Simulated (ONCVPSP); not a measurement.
## Reading a pseudo-wave (copper (Cu))

Columns: radius, all-electron u(r) and pseudo u(r) of the 3s shell (level -119.70 eV) of copper in the configuration [Ne] 3s2 3p6 3d9 4s2; PBEsol, scalar-relativistic, ONCV scheme, ONCVPSP 4.0.1.

```
r (bohr)  all-electron  pseudo
   0.065        0.0364  0.1639
   0.130       -0.6307  0.3300
   0.195       -0.6347  0.4985
   0.260       -0.2231  0.6664
   0.325        0.2914  0.8273
   0.390        0.7380  0.9723
   0.455        1.0559  1.0916
   0.520        1.2425  1.1767
   0.585        1.3192  1.2217
   0.650        1.3156  1.2257
   0.715        1.2581  1.1918
   0.780        1.1680  1.1265
   0.845        1.0611  1.0391
   0.910        0.9483  0.9386
   0.975        0.8369  0.8335
   1.040        0.7313  0.7305
   1.105        0.6340  0.6338
   1.170        0.5461  0.5459
   1.235        0.4678  0.4677
   1.300        0.3991  0.3990
   1.365        0.3392  0.3391
   1.430        0.2873  0.2873
   1.495        0.2428  0.2427
   1.560        0.2047  0.2047
   1.625        0.1722  0.1722
   1.690        0.1447  0.1446
```

How many radial nodes do the two functions have?

The all-electron 3s function has n − l − 1 = 2; the pseudo-wave has 0, since the states of the same l below it are removed with the core.

At about which radius was the pseudo-wave matched?

1.20 bohr. The columns agree to 0.0005 from 1.10 bohr on; several derivatives are matched, so the curves merge somewhat inside the radius.

Is the pseudo-wave norm-conserving?

Yes: the ONCV scheme keeps the norm inside the radius equal to the all-electron one, which fixes the energy derivative of the logarithmic derivative at the level.
